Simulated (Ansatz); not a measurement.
Changing the shape of GeH2, singlet

Calculated in Ansatz's Gaussian-basis code. Basis cc-pVTZ, nonrelativistic, no frozen core; active space CAS(4,5), shells under the valence barred from it. Restricted Hartree–Fock, then the lowest state-specific CASSCF solution met for each case. On stretched bonds single-reference methods can fail or change state. Solutions in different active orbitals can move differences by tenths of an eV and at times more than 1 eV.

Case A:

```json
{"atom": "Ge", "x (Å)": "0.0000", "y (Å)": "0.0000", "z (Å)": "0.0000"}
{"atom": "H", "x (Å)": "0.0000", "y (Å)": "0.0000", "z (Å)": "1.5910"}
{"atom": "H", "x (Å)": "0.0000", "y (Å)": "1.5910", "z (Å)": "-0.0330"}
```

Case B. A bond is stretched, to 2.11 times the sum of the covalent radii.

```xyz
3

Ge    0.0000    0.0000    0.0000
H     0.0000    0.0000    3.1820
H     0.0000    1.5910   -0.0330
```

Energy less that of case A, in eV:

| case | RHF/ROHF | CASSCF |
| --- | --- | --- |
| B | +3.804 | +2.434 |

(1) What does SC-NEVPT2 give for these differences?

Answers

(1) B: +2.787 eV (64.3 kcal/mol).
